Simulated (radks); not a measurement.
The numbers below are computed, except where a source is named.
Question: Spherical jellium clusters: N electrons in a uniform positive sphere of charge N and radius rs N^(1/3), rs unknown. Level of theory: non-relativistic Kohn-Sham, LDA (Slater exchange, Perdew-Wang correlation), spin-polarised, spherical densities (a radial shooting solver with Libxc functionals). Levels are named by radial order and angular momentum (1s, 1p, 1d, 2s, ...), and open shells are averaged over m. Each electron was tried in the lowest free levels, single moves between levels near the top were tried too, and the lowest total energy was kept; such a search can miss a lower state. IP is vertical, at fixed background; rs is in bohr. The values of IP (eV) for N = 2 to 12 are 4.084, 3.177, 3.497, 3.659, 3.330, 3.499, 3.604, 2.891, 3.031, 3.139, 3.223. Estimate rs.

Answer: rs = 5.54 bohr. A metal sphere has IP near W + 1/(2R) hartree with R = rs N^(1/3), and both terms fall as rs grows; shell closures ride on that trend.
